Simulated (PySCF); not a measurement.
From one molecule to another.

First species: Ge(OAc)Cl3, C₂H₃Cl₃GeO₂.
Z-matrix (Å and degrees, PBE0-D3(BJ)/def2-SVP geometry), rows numbered from 1:
```
Ge
O   1  1.7969
C   2  1.3485  1  115.83
C   3  1.4948  2  112.09  1  -177.97
O   3  1.2023  2  121.49  1     1.74
H   4  1.0948  3  109.90  2  -177.71
H   4  1.0998  3  109.23  2    61.20
H   4  1.0995  3  109.71  2   -55.91
Cl  1  2.1178  2  111.65  3    62.54
Cl  1  2.1184  2  112.86  3   -64.01
Cl  1  2.1239  2  101.55  3   179.29
```

Second species: C7H10BN.
SMILES: `C=C1C=C(C)/C1=C\BN`

Levels: B3LYP/def2-SVPD for HOMO energy, LUMO energy, HOMO–LUMO gap and static isotropic polarisability; TDDFT B3LYP/def2-SVPD for lowest singlet excitation; TDA B3LYP/def2-SVPD for lowest triplet excitation (Tamm–Dancoff). Geometries: PBE0-D3(BJ)/def2-SVP. All species are isolated and taken at one optimised geometry, non-relativistic unless stated; the electronic structure was computed with PySCF and density fitting.

Dipoles, sizes and rotational constants follow the conformer. The torsions of the flexible species, by atom-mapped SMILES:
- `[CH2:1]=[C:2]1[CH:3]=[C:4]([CH3:5])/[C:6]1=[CH:7]\[BH:8][NH2:9]`: C6–C7–B8–N9 178°, H–N9–B8–C7 180°, H–N9–B8–C7 0°

Values for the first species:

| Item | Value |
| --- | --- |
| HOMO energy | -8.46 eV |
| LUMO energy | -2.40 eV |
| HOMO–LUMO gap | 6.06 eV |
| Lowest singlet excitation | 5.19 eV |
| Lowest triplet excitation (Tamm–Dancoff) | 5.04 eV |
| Static isotropic polarisability | 100.1 au |

**Question.** Estimate the same properties for the second species, and the change in each.

**Answer.** 
```csv
property,first,second,second less first
HOMO energy,-8.46 eV,-6.20 eV,+2.26 eV
LUMO energy,-2.40 eV,-1.34 eV,+1.06 eV
HOMO–LUMO gap,6.06 eV,4.86 eV,-1.20 eV
lowest singlet excitation,5.19 eV,4.14 eV,-1.05 eV
lowest triplet excitation (Tamm–Dancoff),5.04 eV,2.94 eV,-2.10 eV
static isotropic polarisability,100.1 au,118.8 au,+18.7 au
```

On the first: The 15 singlets span 5.19 to 7.88 eV, and their oscillator strengths add up to 0.33. The vertical singlet–triplet gap S1 − T1 is 0.15 eV (TDDFT singlet less Tamm–Dancoff triplet; S1: HOMO→LUMO, weight 0.99; T1: HOMO→LUMO, weight 0.97). Relativistic effects, spin–orbit coupling among them, are left out although an element past zinc is present.

On the second: The vertical singlet–triplet gap S1 − T1 is 1.20 eV (TDDFT singlet less Tamm–Dancoff triplet; S1: HOMO→LUMO, weight 0.75; T1: HOMO→LUMO, weight 0.72). The polarisability is 17.60 Å³ as a volume (1 au = 0.148185 Å³), or 1.86 au for each of the 64 electrons.
